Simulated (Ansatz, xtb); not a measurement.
## A geometry optimisation of B2GaH3O with r2SCAN-D4/def2-SVP

The starting geometry of this gas-phase singlet was built from a drawn formula by distance geometry; its bonds are those of `B[B]1[O][GaH]1`.

```xyz
7

B    -1.4794    1.4274   -0.2358
B     0.1923    1.3241   -0.1787
Ga    1.9768    0.1526   -0.2880
O     1.5208    1.9028   -0.2767
H    -2.0533    1.9281   -1.1242
H    -2.0451    0.9698    0.6596
H     2.7513   -0.7619    0.4471
```

Question: Predict what becomes of its bonds when it is optimised with r2SCAN-D4/def2-SVP.

Answer: It rearranges, giving a structure given below by its coordinates. Distances that change by over a tenth: B2–Ga3 (2.14 → 2.61 Å), B2–O4 (1.45 → 1.22 Å), Ga3–H7 (1.41 → 1.58 Å). Contacts that open: Ga3–O4 (1.81 → 3.43 Å). Contacts that close: B1–Ga3 (3.68 → 2.00 Å).

The energy falls by 2.92 eV over 21 steps:

```json
{"step": "1", "E − E(last) (eV)": "2.918"}
{"step": "3", "E − E(last) (eV)": "1.532"}
{"step": "5", "E − E(last) (eV)": "1.105"}
{"step": "8", "E − E(last) (eV)": "0.705"}
{"step": "10", "E − E(last) (eV)": "0.117"}
{"step": "12", "E − E(last) (eV)": "0.045"}
{"step": "14", "E − E(last) (eV)": "0.026"}
{"step": "17", "E − E(last) (eV)": "0.011"}
{"step": "19", "E − E(last) (eV)": "0.001"}
{"step": "21", "E − E(last) (eV)": "0.000"}
```

Final geometry (Å):

```xyz
7

B    -0.7577    1.0908   -0.2350
B     0.3709    2.2860    0.0696
Ga    0.6949   -0.2836   -0.2538
O     1.2964    3.0479    0.2887
H    -1.2483    1.1292   -1.3481
H    -1.4925    0.8381    0.7019
H     1.9997   -1.1655   -0.2200
```

From the same start GFN2-xTB ends elsewhere, at `BB[O][Ga]`.

The end wasn't checked by frequencies. Run with Ansatz 0.2.0, 32 s on 2 threads of Intel(R) Xeon(R) Platinum 8375C CPU @ 2.90GHz (Ice Lake) (shared host).
